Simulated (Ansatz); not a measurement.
C₂H₃BClF (`C=C(F)BCl`). Charge 0, multiplicity 1.

| atom | x (Å) | y (Å) | z (Å) |
| --- | --- | --- | --- |
| C1 | 1.143 | -0.609 | 0.255 |
| C2 | -0.164 | -0.356 | 0.279 |
| F3 | -0.971 | -1.168 | 0.983 |
| B4 | -0.788 | 0.836 | -0.471 |
| Cl5 | -2.497 | 1.133 | -0.416 |
| H6 | 1.578 | -1.449 | 0.784 |
| H7 | 1.793 | 0.044 | -0.312 |
| H8 | -0.094 | 1.569 | -1.102 |

Question: What are the harmonic wavenumbers in cm⁻¹ at PBE0-D4/def2-TZVP (Ansatz, finite differences of forces, unscaled)? (Estimate.)

Answer: The calculation gave: 102, 165, 353, 456, 526, 757, 782, 827, 896, 954, 970, 1123, 1344, 1402, 1682, 2672, 3176, 3279.

Question: Is this a minimum?

Answer: Yes, all 18 modes are real.

Question: Give the ideal-gas thermochemistry at 298.15 K and 1 bar (rigid rotor, harmonic oscillator; point group Cs, symmetry number 1).

Answer: Zero-point energy 128.4 kJ/mol; H(298) − E = 145.1 kJ/mol; entropy 316.0 J/(mol·K), of which translation 165.3, rotation 110.8, vibration 40.0; G(298) − E = 50.9 kJ/mol.

Question: And at 400, 500, 600, 800 and 1000 K?

Answer: 
```json
{"T (K)": "400", "H − E (kJ/mol)": "154.5", "S (J/mol/K)": "342.8", "G − E (kJ/mol)": "17.3"}
{"T (K)": "500", "H − E (kJ/mol)": "165.1", "S (J/mol/K)": "366.5", "G − E (kJ/mol)": "-18.1"}
{"T (K)": "600", "H − E (kJ/mol)": "176.9", "S (J/mol/K)": "388.0", "G − E (kJ/mol)": "-55.9"}
{"T (K)": "800", "H − E (kJ/mol)": "203.1", "S (J/mol/K)": "425.6", "G − E (kJ/mol)": "-137.3"}
{"T (K)": "1000", "H − E (kJ/mol)": "231.8", "S (J/mol/K)": "457.5", "G − E (kJ/mol)": "-225.7"}
```
